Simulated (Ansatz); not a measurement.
Ansatz (a first-principles code) input (CCSD(T)/cc-pwCVTZ):
A basis named .json is the Basis Set Exchange file of that set.

Ansatz 0.2 input:
```yaml
crystal:
  periodic: [false, false, false]
  atoms:
    - {symbol: Si, position_ang: [-2.29980757, 0.63288209, -1.06195154]}
    - {symbol: Si, position_ang: [-1.24487293, -1.38070664, -0.49028104]}
    - {symbol: Si, position_ang: [0.08468056, -1.03683830, 1.41061792]}
    - {symbol: Si, position_ang: [1.35013160, 0.89949745, 1.05045677]}
    - {symbol: Cl, position_ang: [2.15031520, 0.78021811, -0.86707089]}
    - {symbol: H, position_ang: [-3.16131704, 0.47042469, -2.25777742]}
    - {symbol: H, position_ang: [-3.13902658, 1.09187751, 0.07222660]}
    - {symbol: H, position_ang: [-1.27569289, 1.66710273, -1.33962908]}
    - {symbol: H, position_ang: [-0.38034054, -1.83533828, -1.60646749]}
    - {symbol: H, position_ang: [-2.25827450, -2.43279264, -0.22015382]}
    - {symbol: H, position_ang: [-0.76816408, -0.82608057, 2.60930745]}
    - {symbol: H, position_ang: [0.99027620, -2.18427053, 1.66814622]}
    - {symbol: H, position_ang: [2.47784755, 1.06926052, 1.99338158]}
    - {symbol: H, position_ang: [0.49749062, 2.10842436, 1.09738136]}
basis:
  gaussian:
    orbitals: cc-pwCVTZ.json
magnetization: {spin_polarized: false}
correlation: {method: ccsd_t, electrons: outside_noble_gas}
```

Output:

```
Functional definition: HF
integrals: 7.03 GiB planned
2400 factors; integrals over basis functions are off by at most 8.9e-4 eV
3.06 GiB of device memory are held for the factors and their scratch space
mean field: 3.49 GiB planned
mean field evaluation 1: about -44095.8813 eV, gradient 2.1e1 eV
mean field evaluation 2: about -44096.2310 eV, gradient 2.1e1 eV
mean field evaluation 4: about -44098.7687 eV, gradient 3.6e0 eV
mean field evaluation 8: about -44098.8192 eV, gradient 1.6e-1 eV
mean field evaluation 16: about -44098.0187 eV, gradient 7.5e0 eV
mean field -44098.81933979 eV, -1620.6017194841 hartree, gradient 8.7e-6 eV, S^2 0.000000; 0 other end points of the search recorded, 0 dependent functions left out
25 core orbitals not correlated
reference -44098.81933979 eV, -1620.6017194841 hartree; 16, 16 occupied and 380, 380 virtual orbitals, 2400 factors
second order -19.00041152 eV of doubles, -0.00000000 eV of singles
coupled cluster: 45.15 GiB planned
cycle   1  -20.82131244 eV  change    -1.8e0 eV  update   1.1e-1
cycle   2  -21.52637438 eV  change   -7.1e-1 eV  update   3.5e-2
cycle   3  -21.59111932 eV  change   -6.5e-2 eV  update   1.2e-2
cycle   4  -21.58122591 eV  change    9.9e-3 eV  update   4.1e-3
cycle   5  -21.57906857 eV  change    2.2e-3 eV  update   1.2e-3
cycle   6  -21.57883401 eV  change    2.3e-4 eV  update   3.8e-4
cycle   7  -21.57880674 eV  change    2.7e-5 eV  update   1.0e-4
cycle   8  -21.57885016 eV  change   -4.3e-5 eV  update   3.7e-5
cycle   9  -21.57885881 eV  change   -8.7e-6 eV  update   1.3e-5
perturbative correction -0.84964456 eV, -0.0312238616 hartree
Total energy: -44121.24784317 eV, -1621.4259517804 hartree
```
